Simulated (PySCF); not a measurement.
Does the answer move with the share of exact exchange?

Species: K2.
SMILES: `[K][K]`

PySCF, def2-SVPD basis, density fitting, gas phase, PBE0-D3(BJ)/def2-SVP geometry; singlet excitations by full TDDFT with frozen cores, triplets by Tamm–Dancoff TDDFT and ionisation energies by ΔSCF, from the lowest of the holes tried. One functional is left out:

```tsv
functional	exact exchange (%)	HOMO energy (eV)	LUMO energy (eV)	lowest singlet excitation (eV)	lowest triplet excitation (eV)	mean polarisability (au)	vertical ionisation energy (eV)
LDA	0	-2.70	-1.80	1.55	0.66	442.8	4.37
PBE	0	-2.58	-1.67	1.51	0.65	472.5	4.23
PBE0	25	-2.93	-1.26	1.49	0.61	494.8	4.10
BHandHLYP	50	-3.22	-0.90	1.52	0.64	472.3	4.04
```

Predict the row of B3LYP (20 % exact exchange) by straight lines through the other rows, and check it.

```csv
property,line,computed,computed − line,"PBE0 (25 %), for comparison"
HOMO energy (eV),-2.87,-2.90,-0.03,-2.93
LUMO energy (eV),-1.39,-1.44,-0.05,-1.26
lowest singlet excitation (eV),1.52,1.54,+0.02,1.49
lowest triplet excitation (eV),0.64,0.66,+0.02,0.61
mean polarisability (au),471.1,453.9,-17.2,494.8
vertical ionisation energy (eV),4.18,4.25,+0.07,4.10
```

Which of these properties follows the share of exact exchange most closely, and which least?

Most closely the LUMO energy, least the lowest singlet excitation; the correlations over the tabulated rows are LUMO energy 0.989, HOMO energy -0.985, vertical ionisation energy -0.890, lowest triplet excitation -0.483, mean polarisability 0.450, lowest singlet excitation -0.313. The LUMO energy moves by +0.169 eV for every 10 %. Functionals with the same share still differ in their other parts: at 0 % LDA and PBE differ by 0.13 eV in it.
